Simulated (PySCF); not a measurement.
**Low-lying terms of Mg (magnesium, neutral)**

Ground state [Ne] 3s2, ¹S. All numbers are calculated (PySCF 2.14, the non-relativistic Hamiltonian (point nucleus), in aug-cc-pVQZ (7s6p4d3f2g, 84 functions)). Vertical excitation energies in eV without spin-orbit coupling; excited terms of each kind are numbered among those the solver found. Frozen: [He] 2s2.

```tsv
term	leading excitation	EOM-EE-CCSD	measured centre of gravity (NIST)
1 3P°	3s → p	2.662	2.714 (3s3p)
1 1P°	3s → p	4.327	4.346 (3s3p)
1 3S	3s → s	5.064	5.108 (3s4s)
1 1S	3s → s	5.355	5.394 (3s4s)
1 1D	3s → d	5.821	5.753 (3s3d)
2 3P°	3s → p	5.892	n/a
2 1P°	3s → p	6.088	n/a
1 3D	3s → d	6.172	5.946 (3s3d)
2 3S	3s → s	7.177	n/a
2 1S	3s → s	7.540	n/a
```

Only the lower part of the computed list is shown. Doubly excited terms such as np² are absent. The solver can miss terms. Rydberg members are limited by the diffuse functions of the basis.
